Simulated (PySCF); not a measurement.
F3In, triplet, at a GFN2-xTB geometry (such geometries of metal compounds can be far from the true shape) (a higher spin typed on purpose: for a closed-shell molecule this is an excited state) (core potentials on In), with bond 2-1 at 2.2 times its length; PBE0/def2-SVP (PySCF).

Here is a job for PySCF.
```python
from pyscf import gto, scf, dft

mol = gto.Mole()
mol.atom = '''
    In   -0.00000000   -0.00000000   -0.00000000
    F    -4.37975512   -2.66419118    0.07786629
    F     0.01794243    2.18957193   -0.79780488
    F     1.97285535   -0.97857595    0.76241111
'''
mol.basis = 'def2-svp'
mol.ecp = {'In': 'def2-svp'}
mol.spin = 2
mol.verbose = 5
mol.build()

mf = dft.UKS(mol)
mf.xc = 'pbe0'
mf.kernel()
mo_i, mo_e, stable_i, stable_e = mf.stability(internal=True, external=False, return_status=True, nroots=6, tol=1e-6)
print('internally stable:', stable_i, ' externally stable:', stable_e)
if not stable_i:
    umf = mf.copy()
    umf.scf_summary = {}
    umf.kernel(umf.make_rdm1(mo_i, mf.mo_occ))
```

Output, abridged:

```
PySCF version 2.14.0

[INPUT] verbose = 5
[INPUT] max_memory = 4000
[INPUT] num. atoms = 4
[INPUT] num. electrons = 48
[INPUT] charge = 0
[INPUT] spin (= nelec alpha-beta = 2S) = 2
[INPUT] symmetry False subgroup None
[INPUT] Mole.unit = angstrom
[INPUT] Symbol           X                Y                Z      unit          X                Y                Z       unit  Magmom
[...]
[INPUT] ---------------- BASIS SET ----------------
[INPUT] l, kappa, [nprim/nctr], expnt,             c_1 c_2 ...
[INPUT] F
[...]
                                435.4193912       -0.039904258866
                                98.843328866      -0.17912768038
                                27.485198001      -0.46758090825
                                8.5405498171      -0.4465313102
[...]
                                4.9872339257      -0.23754317067
                                1.3491613954      -0.51287353587
[...]
[INPUT] In
[...]
                                23.324282101      -0.090887432418
                                16.868026844      0.28096825177
                                6.7866498137      -0.70697832452
                                1.6782596016      0.98671644913
                                0.78396870439     0.62568576302
[...]
                                0.83753492534     -0.59696724334
[...]
                                8.8709038051      -0.324370293
                                1.1342905889      0.61162217018
                                0.52667652433     0.17609640386
[...]
                                18.290046326      -0.011208558948
                                3.255189459       0.30384519161
                                1.3874842584      0.54078109979
                                0.54248962672     0.38232680038
[...]
nuclear repulsion = 128.932003737013
number of shells = 28
number of NR pGTOs = 133
number of NR cGTOs = 68
basis = def2-svp
ecp = {'In': 'def2-svp'}

******** <class 'pyscf.dft.uks.UKS'> ********
method = UKS
initial guess = minao
damping factor = 0
level_shift factor = 0
DIIS = <class 'pyscf.scf.diis.CDIIS'>
diis_start_cycle = 1
diis_space = 8
diis_damp = 0
SCF conv_tol = 1e-09
SCF conv_tol_grad = None
SCF max_cycles = 50
direct_scf = True
direct_scf_tol = 1e-13
number electrons alpha = 25  beta = 23
XC library pyscf.dft.libxc version 7.1.2
    S. Lehtola, C. Steigemann, M. J. T. Oliveira, and M. A. L. Marques,  SoftwareX 7, 1–5 (2018)
XC functionals = pbe0
    C. Adamo and V. Barone,  J. Chem. Phys. 110, 6158 (1999)
    M. Ernzerhof and G. E. Scuseria,  J. Chem. Phys. 110, 5029 (1999)
radial grids:
    Treutler-Ahlrichs [JCP 102, 346 (1995); DOI:10.1063/1.469408] (M4) radial grids

becke partition: Becke, JCP 88, 2547 (1988); DOI:10.1063/1.454033
pruning grids: <function nwchem_prune>
grids dens level: 3
symmetrized grids: False
atomic radii adjust function: <function treutler_atomic_radii_adjust>
small_rho_cutoff = 0
Set gradient conv threshold to 3.16228e-05
Density of valence part of ANO basis will be used as initial guess for In
atom In rad-grids = 95, ang-grids = [ 50  50  50  50  50  50  50  50  50  50  50  50  50  50  50  50  50  50
  50  50  50  50  50  50  50  50  50  50  50  50  86  86  86  86  86  86
  86  86  86  86  86  86  86  86  86  86 350 350 350 350 350 350 350 350
 350 350 350 434 434 434 434 434 434 434 434 434 434 434 434 434 434 434
 434 434 434 434 434 434 434 350 350 350 350 350 350 350 350 350 350 350
 350 350 350 350 350]
atom F rad-grids = 75, ang-grids = [ 50  50  50  50  50  50  50  50  50  50  50  50  50  50  50  50  50  50
  50  50  50  50  86  86  86  86  86  86  86  86  86 266 266 266 266 266
 266 302 302 302 302 302 302 302 302 302 302 302 302 302 302 302 302 302
 302 302 266 266 266 266 266 266 266 266 266 266 266 266 266 266 266 266
 266 266 266]
tot_boxes 3553, boxes in each direction [17 15  9]
Padding 4 grids
tot grids = 64664
nelec by numeric integration = [23.31537676 23.31537676]
[...]
converged SCF energy = -488.989804376205  <S^2> = 2.0194498  2S+1 = 3.0129386
[...]
Old state -> New state
    0     ->     1
    3     ->     2
    2     ->     3
    0     ->     4
    1     ->     5
davidson 3 8  |r|= 0.849  e= [0.6260446  0.66502915 0.75078592 0.79636488 0.85013575 0.86792086]  max|de|= 0.796  lindep= 0.96
Old state -> New state
    0     ->     1
    1     ->     3
    0     ->     4
    0     ->     5
davidson 4 14  |r|= 0.667  e= [0.48257841 0.50671433 0.52178131 0.55564338 0.56028683 0.61376439]  max|de|= 0.56  lindep= 0.895
Old state -> New state
    5     ->     0
    5     ->     1
    3     ->     2
    0     ->     3
    0     ->     4
    0     ->     5
davidson 5 20  |r|= 0.406  e= [0.04700964 0.31833645 0.35687203 0.39881162 0.4478814  0.46527141]  max|de|= 0.448  lindep= 0.863
Old state -> New state
    4     ->     1
    3     ->     2
    1     ->     3
    2     ->     4
    4     ->     5
davidson 6 26  |r|= 0.47  e= [0.00553286 0.16833715 0.22051992 0.27331389 0.31746009 0.39426644]  max|de|= 0.394  lindep= 0.74
Old state -> New state
    2     ->     4
    3     ->     5
davidson 7 32  |r|= 0.243  e= [0.00091463 0.10645111 0.14815684 0.16207424 0.19645136 0.27917023]  max|de|= -0.111  lindep= 0.728
davidson 8 6  |r|= 0.243  e= [0.00091463 0.10645111 0.14815684 0.16207424 0.19645136 0.27917023]  max|de|= 6.66e-16  lindep= 0.898
Old state -> New state
    3     ->     2
    2     ->     3
davidson 9 12  |r|= 0.496  e= [0.00076632 0.09715885 0.13042679 0.13193399 0.17211096 0.20908354]  max|de|= -0.0701  lindep= 0.679
Old state -> New state
    5     ->     4
    4     ->     5
davidson 10 18  |r|= 0.217  e= [0.0007449  0.0955185  0.11059355 0.1172218  0.14011365 0.16787487]  max|de|= -0.069  lindep= 0.803
Old state -> New state
    2     ->     1
    1     ->     2
    2     ->     3
    3     ->     4
    4     ->     5
davidson 11 24  |r|= 0.283  e= [0.00073281 0.03620518 0.09540392 0.11092385 0.11163458 0.11994293]  max|de|= 0.0362  lindep= 0.804
davidson 12 30  |r|= 0.0831  e= [0.0005734  0.00258892 0.09536061 0.10557056 0.1101112  0.11182402]  max|de|= -0.0336  lindep= 0.612
davidson 13 6  |r|= 0.0831  e= [0.0005734  0.00258892 0.09536061 0.10557056 0.1101112  0.11182402]  max|de|= 1.85e-15  lindep= 0.99
davidson 14 12  |r|= 0.0703  e= [0.00023181 0.0013393  0.09535905 0.10076516 0.10946175 0.11086652]  max|de|= -0.00481  lindep= 0.616
[...]
davidson 15 18  |r|= 0.0435  e= [0.00015655 0.00126052 0.09535889 0.09698072 0.109169   0.1107237 ]  max|de|= -0.00378  lindep= 0.83
davidson 16 23  |r|= 0.035  e= [0.00015237 0.00125674 0.09535887 0.09597398 0.10908793 0.11069611]  max|de|= -0.00101  lindep= 0.686
davidson 17 28  |r|= 0.0139  e= [0.00015079 0.00125532 0.0953588  0.09553814 0.10904629 0.1106811 ]  max|de|= -0.000436  lindep= 0.661
[...]
davidson 18 6  |r|= 0.0139  e= [0.00015079 0.00125532 0.0953588  0.09553814 0.10904629 0.1106811 ]  max|de|= 7.18e-16  lindep= 0.999
davidson 19 9  |r|= 0.00843  e= [0.00015072 0.00125526 0.09535872 0.09545507 0.10903624 0.11067742]  max|de|= -8.31e-05  lindep= 0.724
davidson 20 12  |r|= 0.0053  e= [0.00015071 0.00125525 0.09535866 0.09543015 0.10903205 0.11067582]  max|de|= -2.49e-05  lindep= 0.678
[...]
davidson 21 15  |r|= 0.00323  e= [0.00015071 0.00125525 0.09535861 0.0954184  0.1090301  0.11067505]  max|de|= -1.18e-05  lindep= 0.728
[...]
davidson 22 17  |r|= 0.0014  e= [0.0001507  0.00125524 0.09535859 0.09541492 0.10902934 0.11067474]  max|de|= -3.48e-06  lindep= 0.631
davidson 23 18  |r|= 0.000875  e= [0.00015069 0.00125523 0.09535859 0.09541373 0.10902899 0.11067459]  max|de|= -1.18e-06  lindep= 0.653
[...]
converged 24 19  |r|= 0.00048  e= [0.00015067 0.00125522 0.09535858 0.09541335 0.10902882 0.11067452]  max|de|= -3.82e-07
uhf_internal: lowest eigs of H = [0.00015067 0.00125522 0.09535858 0.09541335 0.10902882 0.11067452]
<class 'pyscf.dft.uks.UKS'> wavefunction is stable in the internal stability analysis
internally stable: True  externally stable: None
```
